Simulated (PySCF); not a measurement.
# Identify the compound

An unknown has the formula C7H5F2N3. Its calculated NMR data are:

1H NMR (400 MHz, computed): δ 7.72 (m, 1H), 7.43 (m, 1H), 4.42 (s, 3H).

13C{1H} NMR (computed): δ 156.3 (C), 151.9 (C), 143.3 (C), 139.4 (C), 123.2 (CH), 107.0 (CH), 34.6 (CH3).

- GIAO PBE0/pcSseg-1 shieldings
- geometry from GFN2-xTB
- program: PySCF 2.14
- one averaged value for each set of equivalent atoms, no solvent model, relativity neglected, one conformer

Shifts are taken against calculated references (same method and geometry level): TMS for 1H, 13C.

Q: Propose a structure and justify it.

A: 
1. Rings plus π bonds: 6 (2 rings in the answer).
2. 7 carbon signals for 7 carbons: no two carbons are equivalent.
3. Carbon types of the structure: 4 × C, 2 × CH, 1 × CH3, which accounts for all hydrogens.
4. δC 156.3, 151.9: aromatic carbon bearing fluorine; σ withdrawal by the attached heteroatom moves it downfield of the ring CH carbons.
5. δC 143.3, 139.4: ring-fusion aromatic carbon.
6. δC 123.2, 107.0: aromatic CH.
7. δC 34.6: methyl carbon bonded to N; pulled downfield by the heteroatom.
8. δH 7.72, 7.43: hydrogen on an aromatic CH; the ring current deshields protons in the ring plane.
9. δH 4.42: hydrogen on a methyl carbon bonded to N; its carbon carries N, which withdraws density.

These data were computed for `CN1N=NC2=C1C=CC(F)=C2F`.

This is the structure that produced the data.

Splittings by 19F in the carbon and heteronuclear signals aren't shown, as no couplings were computed. Shifts are as computed. Against solution values, carbons near 30 ppm lie about +3 ppm off and those near 130 ppm about +5 ppm. Of 1211 compounds with measured shifts, 218 miss one by over three times the rms of a fit or turn the order of signals round; such compounds aren't used in these exercises. Multiplicities follow the n + 1 count of equivalent neighbours, as no J values were calculated; m marks all less simple cases, F and P coupling included.
